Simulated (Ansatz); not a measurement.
One change: `[SiH3]/C=C\[SiH2]Cl` becomes `O[SiH2]/C=C/[SiH3]`.

Ansatz, PBE0-D4/def2-TZVP geometries, multiplicity 1. Each molecule was computed in one conformer, which needn't be the lowest.

| property | `[SiH3]/C=C\[SiH2]Cl` |
| --- | --- |
| HOMO–LUMO gap (PBE/def2-TZVPP) / eV | 4.68 |
| LUMO energy (PBE/def2-TZVPP) / eV | -2.44 |
| HOMO–LUMO gap (B3LYP/def2-TZVPP) / eV | 6.35 |
| HOMO energy (B3LYP/def2-TZVPP) / eV | -8.03 |
| LUMO energy (ωB97M-V/def2-TZVPP) / eV | 0.53 |
| HOMO energy (PBE0/def2-TZVPP) / eV | -8.27 |

(1) What does the change do to each property? (Estimate.)

Answers

(1) Computed: 
| property | `O[SiH2]/C=C/[SiH3]` | shift |
| --- | --- | --- |
| HOMO–LUMO gap (PBE/def2-TZVPP) / eV | 4.95 | 0.27 |
| LUMO energy (PBE/def2-TZVPP) / eV | -1.93 | 0.51 |
| HOMO–LUMO gap (B3LYP/def2-TZVPP) / eV | 6.64 | 0.29 |
| HOMO energy (B3LYP/def2-TZVPP) / eV | -7.79 | 0.24 |
| LUMO energy (ωB97M-V/def2-TZVPP) / eV | 1.11 | 0.58 |
| HOMO energy (PBE0/def2-TZVPP) / eV | -8.02 | 0.25 |

With PBE0 the HOMO rises by 0.25 eV and the LUMO rises by 0.54 eV, so the gap widens by about 0.29 eV. PBE moves the HOMO by 0.23 eV and ωB97M-V by 0.26 eV.

B3LYP here is the variant with VWN-RPA as its local correlation; programs differ in this.
